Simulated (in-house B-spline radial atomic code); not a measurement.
## RPA and G0W0 on PBEsol: Mg⁵⁺

Configuration [He] 2s2 2p3, highest spin, mean-field start PBEsol. Computed with an all-electron radial atomic-structure program (B-spline basis): all electrons, non-relativistic, point nucleus, each spin shell either full or empty, empty states to l = 9 with an (l + 1/2)⁻⁴ tail; G0W0 by contour deformation at full frequency.

Command:
```bash
python run_gw.py task.json out
```
Settings (radii: box in bohr, nucleus in fm):
```
Z                        12
electrons                7
configuration            [He] 2s2 2p3
hamiltonian              nr
method                   pbesol
lmax                     9
spin_polarised           True
box_radius               10.43
intervals                46
```

Run time, properties included: 1.1 s on 1 thread of Arm Neoverse N1, with other jobs on the host.

Energies (hartree):

```json
{"term": "mean-field total", "value": "-186.54304"}
{"term": "Hartree-Fock functional on these orbitals", "value": "-186.86129"}
{"term": "direct second order", "value": "-0.42837"}
{"term": "second-order exchange", "value": "0.20733"}
{"term": "SOSEX correction", "value": "0.1848"}
```

Q: What is the RPA correlation energy, and what remains with SOSEX?

A: RPA gives -0.38029 hartree (-1.48 eV per electron); RPA + SOSEX gives -0.19549, and the second-order doubles -0.22104 hartree (no singles). SOSEX takes back 49 % of the RPA value.

Quasi-particle levels (eV):

```csv
level,occupied,mean field,Σx - vxc,Σc,QP weight,G0W0
2p up,yes,-168.54,-19.88,?,?,?
2s down,yes,-187.10,-12.76,-2.73,0.965,-202.58
2p down,no,-156.40,19.30,-4.34,0.971,-141.44
```

G0W0 = mean field + (Σx - vxc) + Σc, with Σc (partial-wave tail included) taken at the quasi-particle energy. Levels of low weight are left out.

Q: Where does G0W0 put 2p up?

A: At -186.53 eV, with Σc = 1.89 eV and a quasi-particle weight of 0.959. The tabulated removal energy is 186.76 ± 0.06 eV (NIST, semi-empirical); the calculation leaves out relativity, Breit and QED terms, and what these don't explain is the method's own error.
